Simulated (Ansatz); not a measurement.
Program: Ansatz. Geometries: PBE0-D4/def2-TZVP. ΔE: electronic, gas phase. CCSD(T)/CBS is the MP2 limit (def2-TZVPP, def2-QZVPP) plus CCSD(T) − MP2 in def2-TZVPP, frozen cores. This one scheme is used for every species. DFT in def2-TZVPP. One conformer a species, not always the lowest.

`B[SiH2]N` + `C[O][AlH2]` → `[BH2][AlH][O]C` + `N[SiH3]`  (formal exchange of groups at a B–Si bond)

```json
{"species": "`B[SiH2]N`", "PBE energy (Eh)": "-372.44758"}
{"species": "`C[O][AlH2]`", "PBE energy (Eh)": "-358.56107"}
{"species": "`[BH2][AlH][O]C`", "PBE energy (Eh)": "-383.93299"}
{"species": "`N[SiH3]`", "PBE energy (Eh)": "-347.07124"}
```

Q: Work out ΔE.

A: ΔE = (-383.93299) + (-347.07124) − (-372.44758) − (-358.56107) = 0.00442 Eh = +11.6 kJ/mol. CCSD(T)/CBS gives +8.7 kJ/mol.

Largest T1 diagnostic among the species: 0.012.

Leaving LDA and LC-ωPBE aside and taking each functional with its dispersion term where it has one, the values, not all of them listed here, spread over 15.2 kJ/mol, from B2PLYP to B97M-V. LDA lies +4.1 kJ/mol from PBE without D4.
